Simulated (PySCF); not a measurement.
## Stretching CaO

Set-up: basis Ca x2c-TZVPPall, O x2c-TZVPPall; spin-free X2C with a Gaussian nucleus; PySCF 2.14. Energies in eV from Ca + O in their ground configurations at the same level. State: ¹Σ⁺ (singlet), closed shell.

All columns are PBE0. A positive dipole means Ca(−)O(+).

```tsv
R (Å)	E (eV)	μ (D)	Mulliken charge on Ca (basis-dependent)	HOMO (eV)	LUMO (eV)	Mayer bond order	⟨S²⟩
1.555	-2.874	-6.72	0.81	-4.69	-1.31	1.84	0.00
1.627	-3.512	-7.43	0.83	-4.72	-1.49	1.85	0.00
1.700	-3.878	-8.03	0.84	-4.74	-1.67	1.85	0.00
1.754	-4.012	-8.42	0.85	-4.75	-1.80	1.85	0.00
1.808	-4.052	-8.75	0.85	-4.77	-1.92	1.85	0.00
1.862	-4.015	-9.04	0.85	-4.79	-2.03	1.85	0.00
1.935	-3.875	-9.36	0.86	-4.77	-2.17	1.85	0.00
2.025	-3.595	-9.65	0.85	-4.67	-2.33	1.84	0.00
2.133	-3.167	-9.88	0.84	-4.60	-2.51	1.84	0.00
2.278	-2.528	-10.01	0.81	-4.59	-2.73	1.83	0.00
```

A fit through these points gives, at Re = 1.807 Å, μ = -8.75 D and dμ/dR = -5.74 D/Å; the reduced mass is 11.42 u.

**Question.** How strong is the fundamental in the double-harmonic approximation, I = 42.26·(dμ/dR)²/μred km/mol?

**Answer.** I = 42.26·(-5.74)²/11.42 = 122 km/mol at PBE0.
